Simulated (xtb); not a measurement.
xtb input (GFN2-xTB):

```bash
xtb mol.xyz --gfn 2 --ohess tight --chrg 0 --uhf 0
```
mol.xyz:
```
12

C     -1.99492098     0.20223578    -0.28445750
C     -0.46058753     0.14552060    -0.13684676
C      0.28570447    -0.71676303     0.69119230
C      1.67439089    -0.51220437     0.53704994
C      1.90911739     0.52909100    -0.35155037
S      0.50248674     1.17482951    -1.01843586
H     -2.29447344     1.20904175    -0.06106409
H     -2.47572278    -0.47870319     0.32911488
H     -2.21024917    -0.00450927    -1.35192188
H     -0.22900682    -1.41446613     1.33375994
H      2.43049411    -1.03020122     1.12561027
H      2.94751856     0.85398249    -0.63081881
```

Output:

```
           -------------------------------------------------
          |                Calculation Setup                |
           -------------------------------------------------

           -------------------------------------------------
          |                 G F N 2 - x T B                 |
           -------------------------------------------------

        Reference                      10.1021/acs.jctc.8b01176
      * Hamiltonian:
        H0-scaling (s, p, d)           1.850000    2.230000    2.230000
        zeta-weighting                 0.500000
      * Dispersion:
        s8                             2.700000
        a1                             0.520000
        a2                             5.000000
        s9                             5.000000
      * Repulsion:
        kExp                           1.500000    1.000000
        rExp                           1.000000
      * Coulomb:
        alpha                          2.000000
        third order                    shell-resolved
        anisotropic                    true
        a3                             3.000000
        a5                             4.000000
        cn-shift                       1.200000
        cn-exp                         4.000000
        max-rad                        5.000000

          ...................................................
          :                      SETUP                      :
          :.................................................:
          :  # basis functions                  36          :
          :  # atomic orbitals                  35          :
          :  # shells                           19          :
          :  # electrons                        32          :
          :  max. iterations                   250          :
          :  Hamiltonian                  GFN2-xTB          :
          :  restarted?                      false          :
          :  GBSA solvation                  false          :
          :  PC potential                    false          :
          :  electronic temp.          300.0000000     K    :
          :  accuracy                    1.0000000          :
          :  -> integral cutoff          0.2500000E+02      :
          :  -> integral neglect         0.1000000E-07      :
          :  -> SCF convergence          0.1000000E-05 Eh   :
          :  -> wf. convergence          0.1000000E-03 e    :
          :  Broyden damping             0.4000000          :
          :  net charge                          0          :
          :  unpaired electrons                  0          :
          ...................................................

 iter      E             dE          RMSdq      gap      omega  full diag
   1    -17.2105505 -0.172106E+02  0.328E+00    3.74       0.0  T
   2    -17.2226589 -0.121084E-01  0.207E+00    3.75       1.0  T
   3    -17.2181154  0.454342E-02  0.109E+00    3.76       1.0  T
   4    -17.2267183 -0.860283E-02  0.426E-01    3.71       1.0  T
   5    -17.2274342 -0.715869E-03  0.162E-01    3.71       1.0  T
   6    -17.2275692 -0.135083E-03  0.815E-02    3.72       1.0  T
[...]
     3   6 C       10   1 H                                       1.0757850
     4   6 C       11   1 H                                       1.0753918
     5   6 C       12   1 H                                       1.0717002 (min)

 * 3 distinct bonds (by element types)

   Z      Z             #   av. dist./Å        max./Å        min./Å
   1 H    6 C           6     1.0816575     1.0898712     1.0717002
   6 C    6 C           4     1.4037004     1.4869546     1.3541611
   6 C   16 S           2     1.7292792     1.7367963     1.7217621

           -------------------------------------------------
          |               Frequency Printout                |
           -------------------------------------------------
 projected vibrational frequencies (cm⁻¹)
eigval :       -0.00    -0.00     0.00     0.00     0.00     0.00
eigval :       70.35   221.42   294.10   428.51   525.64   527.53
eigval :      691.49   731.24   739.92   813.74   845.63   846.27
eigval :      995.09  1032.96  1071.09  1077.78  1168.78  1199.22
eigval :     1342.30  1402.08  1468.05  1473.47  1490.34  1585.86
eigval :     2998.06  3013.40  3040.46  3120.82  3130.84  3164.05
 reduced masses (amu)
   1: 14.04   2: 19.84   3: 10.87   4: 20.38   5: 16.19   6: 15.10   7:  1.88   8: 10.70
   9: 12.99  10: 12.81  11: 16.39  12:  9.83  13: 18.01  14: 14.18  15:  2.56  16:  3.06
  17: 13.08  18:  3.62  19:  5.20  20:  4.17  21:  3.38  22:  2.91  23:  9.54  24:  4.07
  25:  9.51  26:  3.26  27:  1.55  28:  3.62  29:  9.72  30: 11.32  31:  1.94  32:  1.52
  33:  1.67  34:  1.81  35:  1.89  36:  1.90
 IR intensities (km·mol⁻¹)
   1:  0.05   2:  0.13   3:  0.12   4:  0.11   5:  0.08   6:  0.11   7:  0.33   8:  0.88
   9:  0.56  10:  0.69  11:  1.80  12:  0.05  13:  2.96  14:  2.33  15: 13.66  16:  7.22
  17: 13.29  18:  0.04  19:  2.08  20:  5.15  21:  1.95  22:  1.43  23: 27.18  24:  2.94
  25:  7.64  26:  6.26  27:  7.42  28: 16.06  29: 14.20  30:  3.45  31: 17.59  32: 14.95
  33: 17.91  34: 22.62  35: 30.71  36: 10.60
 Raman intensities (Ä⁴*amu⁻¹)
   1:  0.00   2:  0.00   3:  0.00   4:  0.00   5:  0.00   6:  0.00   7:  0.00   8:  0.00
   9:  0.00  10:  0.00  11:  0.00  12:  0.00  13:  0.00  14:  0.00  15:  0.00  16:  0.00
Molecule has the following symmetry elements: (sigma)
It seems to be the Cs point group
  17:  0.00  18:  0.00  19:  0.00  20:  0.00  21:  0.00  22:  0.00  23:  0.00  24:  0.00
  25:  0.00  26:  0.00  27:  0.00  28:  0.00  29:  0.00  30:  0.00  31:  0.00  32:  0.00
  33:  0.00  34:  0.00  35:  0.00  36:  0.00
 output can be read by thermo (or use thermo option).
 writing <g98.out> molden fake output.
 recommended (thermochemical) frequency scaling factor: 1.0
           -------------------------------------------------
          |             Thermodynamic Functions             |
           -------------------------------------------------

cs  symmetry found (for desy threshold:  0.10E+00) used in thermo

          ...................................................
          :                      SETUP                      :
          :.................................................:
          :  # frequencies                          30      :
          :  # imaginary freq.                       0      :
          :  linear?                             false      :
          :  only rotor calc.                    false      :
          :  symmetry                               cs      :
          :  rotational number                       1      :
          :  scaling factor                  1.0000000      :
          :  rotor cutoff                   50.0000000 cm⁻¹ :
          :  imag. cutoff                  -20.0000000 cm⁻¹ :
          :.................................................:

    mode    ω/cm⁻¹     T·S(HO)/kcal·mol⁻¹    T·S(FR)/kcal·mol⁻¹   T·S(vib)
   ------------------------------------------------------------------------
       1     70.35    -1.23537 ( 79.67%)    -0.95497 ( 20.33%)    -1.17838
       2    221.42    -0.58062 ( 99.74%)    -0.61559 (  0.26%)    -0.58071
       3    294.10    -0.43240 ( 99.92%)    -0.53154 (  0.08%)    -0.43248
   ------------------------------------------------------------------------

   temp. (K)  partition function   enthalpy   heat capacity  entropy
                                   cal/mol     cal/K/mol   cal/K/mol   J/K/mol
 298.15  VIB   11.4                 1983.031     15.502     11.289
         ROT  0.150E+06              888.752      2.981     26.669
         INT  0.171E+07             2871.783     18.483     37.957
         TR   0.941E+27             1481.254      4.968     39.645
         TOT                        4353.0373    23.4510    77.6021   324.6873

       T/K    H(0)-H(T)+PV         H(T)/Eh          T*S/Eh         G(T)/Eh
   ------------------------------------------------------------------------
    298.15    0.693701E-02    0.992267E-01    0.368713E-01    0.623554E-01
   ------------------------------------------------------------------------

         :::::::::::::::::::::::::::::::::::::::::::::::::::::
         ::                  THERMODYNAMIC                  ::
         :::::::::::::::::::::::::::::::::::::::::::::::::::::
         :: total free energy         -16.925896915466 Eh   ::
         ::.................................................::
         :: total energy              -16.988252333423 Eh   ::
         :: zero point energy           0.092289689356 Eh   ::
         :: G(RRHO) w/o ZPVE           -0.029934271399 Eh   ::
         :: G(RRHO) contrib.            0.062355417957 Eh   ::
         :::::::::::::::::::::::::::::::::::::::::::::::::::::

optimized geometry written to: xtbopt.xyz

           -------------------------------------------------
          | TOTAL ENERGY              -16.988252333423 Eh   |
          | TOTAL ENTHALPY            -16.889025637516 Eh   |
          | TOTAL FREE ENERGY         -16.925896915466 Eh   |
          | GRADIENT NORM               0.000073494737 Eh/α |
          | HOMO-LUMO GAP               3.925764617593 eV   |
           -------------------------------------------------

------------------------------------------------------------------------
------------------------------------------------------------------------
 total:
Note: The following floating-point exceptions are signalling: IEEE_UNDERFLOW_FLAG IEEE_DENORMAL
normal termination of xtb
 SCF:
 ANC optimizer:
 analytical hessian:
```
